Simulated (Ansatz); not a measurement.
CH4Cd (SMILES [CH3][CdH]) moved off its minimum; all values from Ansatz (a first-principles code), cores frozen in correlated methods. Elements past Kr take the def2 small-core potentials, without spin–orbit coupling.
(charge 0, multiplicity 1)
```xyz
6

Cd    -0.3019    -0.1693    -0.0484
H     -1.7289    -0.9466    -0.2665
C      1.5594     0.8545     0.2669
H      2.0341     0.5577     1.1816
H      1.4466     1.9413     0.2126
H      2.2950     0.5840    -0.5987
```

Forces at B3LYP/def2-TZVPP (eV/Å):

```json
[
 {"atom": "Cd1", "Fx": "0.612", "Fy": "0.377", "Fz": "0.164"},
 {"atom": "H2", "Fx": "-0.437", "Fy": "-0.252", "Fz": "-0.095"},
 {"atom": "C3", "Fx": "0.933", "Fy": "-0.287", "Fz": "-2.244"},
 {"atom": "H4", "Fx": "0.188", "Fy": "-0.037", "Fz": "0.531"},
 {"atom": "H5", "Fx": "-0.055", "Fy": "-0.151", "Fz": "0.211"},
 {"atom": "H6", "Fx": "-1.241", "Fy": "0.350", "Fz": "1.433"}
]
```

Question: Give the forces (eV/Å), the total energy and the dipole at CCSD(T)/def2-TZVPPD.

Answer: 
```tsv
atom	Fx	Fy	Fz
Cd1	0.692	0.418	0.169
H2	-0.365	-0.211	-0.081
C3	0.724	-0.405	-2.293
H4	0.225	-0.051	0.587
H5	-0.054	-0.094	0.208
H6	-1.223	0.342	1.410
```
Energy -207.7004 hartree, dipole 0.21 D.
